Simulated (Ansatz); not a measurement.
A made-up structure of AlH2Se, doublet:

Al1  (-0.178, -0.064, -0.089)
Se2  (1.779, 0.640, 0.894)
H3  (2.238, 0.841, 2.318)
H4  (-0.506, -1.611, -0.040)
(Å)

It is relaxed with PBE-D4/def2-SVP and then PBE0-D4/def2-TZVP (Ansatz 0.2.0). Atoms count as bonded within 1.22 times the sum of their covalent radii (H–H: 0.88 Å). The end point is not checked to be a true minimum.

Q: Does its bonding change? (Judge from chemistry; the calculation decides.)

A: The calculation gives: No: no bond forms or breaks.

Where it ends: The first stage lowers the energy by 0.71 eV in 8 steps. It ends as AlH₂Se ([AlH][SeH]):
```xyz
4
angstrom
Al 0.1337 -0.0935 -0.2455
Se 1.8052 1.1191 0.8475
H 1.8066 0.1820 1.9814
H -0.4131 -1.4012 0.4990
```

Labels in which every atom is bracketed show which atoms are joined, not bond orders.

For scale, one of the runs: PBE0-D4/def2-TZVP relaxation, 97 basis functions, launched by `ansatz run in.yaml --threads 2 --pin off --events-out ev --progress --plain --max-ram 4352MiB`. The run took about 13 s on 2 CPU threads of an Arm Neoverse V1 (shared host).
